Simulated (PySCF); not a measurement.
**Diatomics of Br with group 15**

PBE0 with triple-zeta basis sets in PySCF, for the lowest determinant that a PBE0 search found; no spin–orbit coupling. De refers to high-spin ground-configuration atoms. A positive dipole means M(−)Br(+).

| M | basis | state (unpaired electrons) | Re (Å) | ωe (cm⁻¹) | De (eV) | μ (D) |
| --- | --- | --- | --- | --- | --- | --- |
| P | def2-TZVPPD | triplet (π ↑↑) | 2.173 | 443 | 3.07 | -0.33 |
| As | def2-TZVPPD | triplet (π ↑↑) | 2.296 | 317 | 2.89 | -1.01 |
| Sb | x2c-TZVPPall | triplet (π ↑↑) | 2.486 | 262 | 2.84 | -1.84 |
| Bi | def2-TZVPP | triplet (π ↑↑) | 2.580 | 228 | 2.76 | -2.78 |

The shortest bond is that of PBr (2.173 Å), the longest that of BiBr (2.580 Å).

The rows differ in basis set, which adds steps of its own.

Down a group the atoms grow and get heavier, so bonds lengthen and wavenumbers fall; this series shows no clear exception.

Spin–orbit coupling is left out, which matters for elements this heavy, above all for dissociation energies. States were picked by a PBE0 search and need not be the measured ground states.
